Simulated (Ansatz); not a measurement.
Consider the redistribution: `C[N](C)[Y]([OH])[OH]` + `[CH3][Ge][Cl]` → `[CH3][Y]([OH])[OH]` + `C[N](C)[Ge][Cl]`.

Computed with Ansatz on PBE0-D4/def2-TZVP structures; ΔE is electronic, products minus reactants. CCSD(T)/CBS is the MP2 limit (def2-TZVPP, def2-QZVPP) plus CCSD(T) − MP2 in def2-TZVPP, frozen cores. Functionals use def2-TZVPP. def2 core potentials past Kr. For Ge, Y outer-core shells are correlated without core-valence functions, which leaves a few kJ/mol of doubt a bond. Scalar relativity is left out up to krypton. Each species was taken in one conformer, which may not be the lowest.

| species | BLYP energy (Eh) |
| --- | --- |
| `C[N](C)[Y]([OH])[OH]` | -324.70821 |
| `[CH3][Ge][Cl]` | -2577.21072 |
| `[CH3][Y]([OH])[OH]` | -230.01894 |
| `C[N](C)[Ge][Cl]` | -2671.89484 |

**Question.** Work out ΔE.

**Answer.** ΔE = (-230.01894) + (-2671.89484) − (-324.70821) − (-2577.21072) = 0.00515 Eh = +13.5 kJ/mol. CCSD(T)/CBS gives +10.5 kJ/mol.

Largest T1 diagnostic among the species: 0.014.

In def2-TZVPP, CCSD(T) changes the Hartree–Fock value by −9.7 kJ/mol (the triples alone add −3.2 kJ/mol) and MP2 by −12.3 kJ/mol. At CCSD(T), def2-SVP lies +11.0 kJ/mol from the extrapolated value and def2-TZVPP +2.6 kJ/mol. The D4 term adds −3.8 kJ/mol with B3LYP and −1.9 kJ/mol with PBE0; it sums over pairs of atoms, weighted by their polarisabilities, and B3LYP, whose exchange is more repulsive, gets the larger term.

B3LYP here is the variant with VWN-RPA as its local correlation; programs differ in this.
